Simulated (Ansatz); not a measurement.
Species: Cl$_{2}$F$_{2}$Ge, SMILES `[F][Ge]([F])([Cl])[Cl]` (charge 0, multiplicity 1).

Problem. Give a relaxed geometry from B3LYP-D3(BJ)/def2-TZVP run with Ansatz (an electronic-structure program).

Solution. the end point of this relaxation (outside a Z-matrix the atoms follow the SMILES, hydrogens last).
Z-matrix (Å, degrees):
```
Ge
F 1 1.7157
F 1 1.7157 2 105.93
Cl 1 2.1134 2 109.32 3 -117.68
Cl 1 2.1134 2 109.33 3 117.70
```
